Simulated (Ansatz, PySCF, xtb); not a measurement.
Dissociation curve of GeNa (anion, charge -1), lowest singlet found (which spin is the ground state isn't settled by this scan).

Levels: GFN1-xTB (xtb); RKS-BP86/6-31G* = restricted BP86/6-31G*, spherical d in PySCF; RMP2 = MP2 on RHF/aug-cc-pVDZ, cores with 3d frozen in Ansatz (an electronic-structure program).

Energies are in kJ/mol, each relative to the lowest point of its own curve between 2.40 and 3.62 Å, where full CI is lowest.

```
R / Å  GFN1-xTB  RKS-BP86/6-31G*   RMP2
-----  --------  ---------------  -----
2.06      198.4            168.2  201.1
2.21        ___             91.1    ___
2.40        6.4             35.4   49.1
2.47        ___             23.1    ___
2.58        0.0             10.1   16.7
2.73        8.0              1.4    4.1
2.78       12.0              ___    1.9
2.89       21.9              0.0    0.0
2.96       28.8              1.1    0.4
3.08       41.1              ___    3.5
3.25       59.0             12.1   11.3
3.41          —             20.5   20.8
3.62          —             32.2   34.7
3.87          —             45.9   51.4
4.14          —             59.3   68.4
4.56          —             76.4   91.1
5.11          —             91.9  114.0
5.60          —            100.6  129.1
```

Question: Fill in the missing entries.

Answer: 
- 2.21, GFN1-xTB: 63.1
- 2.21, RMP2: 114.6
- 2.47, GFN1-xTB: 0.7
- 2.47, RMP2: 33.8
- 2.78, RKS-BP86/6-31G*: 0.3
- 3.08, RKS-BP86/6-31G*: 4.6

Dashes: no converged value, or the column stops at the first point that the program doubted or that broke a chosen test of continuity, which isn't proof of a fault.

The scan ran from 2.06 to 9.73 Å; beyond the distances shown full CI changes its symmetry label. Where the anion isn't bound against loss of the electron, the finite basis alone holds it. The restricted form behind RKS-BP86/6-31G*, RMP2 keeps the bonding electrons paired and can't separate into open-shell fragments. The T1 diagnostic of CCSD on the restricted reference of RMP2 exceeds 0.045 at 3.08 to 5.60 Å.
